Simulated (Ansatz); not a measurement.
Born–Oppenheimer molecular dynamics of Cl₂FGeH (5 atoms, charge 0, multiplicity 1). It goes on from the last frame of an earlier run, with new velocities.

Level of theory: RKS PBE/def2-SVP (Ansatz).

* ensemble: NVT, Langevin thermostat
* time step: 0.25 fs
* steps asked: 250
* set temperature: 2000 K
* friction: 0.005 /fs
* seed: 654060

First frame:

```xyz
5
Properties=species:S:1:pos:R:3
Ge 0.016 0.022 -0.057
F 0.070 -0.059 1.746
Cl 2.029 0.010 -0.680
Cl -1.057 1.781 -0.778
H -0.723 -1.272 -0.451
```

Task: How far do the bonds stretch over the last three quarters of this one trajectory? (Pairs bonded in most of those frames.)

Result: 
```csv
bond,mean (Å),spread (Å),shortest,longest
Ge1–F2,1.752,0.053,1.68,1.83
Ge1–Cl3,2.200,0.027,2.13,2.22
Ge1–Cl4,2.145,0.062,2.08,2.29
Ge1–H5,1.566,0.074,1.45,1.67
```

Mean temperature of the second half: 868 K. The mean temperature of the second half is 57 % below the set value. A run of 0.062 ps of so small a system gives no equilibrium averages.

The run took 4.6 min on 2 threads of Arm Neoverse V1 (shared host), peak memory 0.12 GiB.
